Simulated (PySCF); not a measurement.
hydrogen sulfate (HO4S), SMILES S([O-])(=O)(O)=O, charge -1.

Coordinates come from a PBE0-D3(BJ)/def2-SVPD optimisation. Other conformers were not sampled.

Computed with PBE/def2-SVPD (PySCF).

Symmetry labels are those of the subgroup Cs that the program uses (full group Cs).

Computed valence orbital energies around the gap with their symmetry:
```csv
orbital,symmetry,energy (eV)
HOMO−7,A',-5.63
HOMO−6,A",-3.70
HOMO−5,A",-3.13
HOMO−4,A',-3.13
HOMO−3,A',-3.06
HOMO−2,A',-2.05
HOMO−1,A",-1.61
HOMO,A",-1.03
LUMO,A',3.46
LUMO+1,A',4.58
LUMO+2,A',4.83
LUMO+3,A",4.85
```
